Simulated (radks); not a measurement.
Results of a calculation; reference values are marked as such.
Q: These are the eigenvalues of the occupied orbitals of an atom or ion with whole-number occupations (eV). Level of theory: Dirac Kohn-Sham, PBE, spin-unpolarised, spherical densities, point nucleus (a radial shooting solver on a logarithmic mesh with Libxc functionals).

1s1/2: -89147.64
2s1/2: -16889.55
2p1/2: -16262.79
2p3/2: -14073.30
3s1/2: -4935.147
3p1/2: -4654.614
3p3/2: -4162.278
3d3/2: -3704.235
3d5/2: -3599.528
4s1/2: -1925.010
4p1/2: -1802.633
4p3/2: -1665.162
4d3/2: -1467.178
4d5/2: -1439.515
4f5/2: -1192.063
4f7/2: -1184.601

Which element is it, and in what charge state? The configuration may be excited. Open shells, if any, are shared by 2j + 1.

A: Z = 82, lead, charge +32: Pb32+ in [Kr] 4d10 4f4. The list shows which subshells hold electrons but not how many an open one holds; the 1s level, -3276.1 hartree, gives Z - s = 80.9 by -(Z - s)^2/2, which with screening and relativity narrows Z to a few neighbours, and the depths of the outer levels then fix element, charge and occupations together.
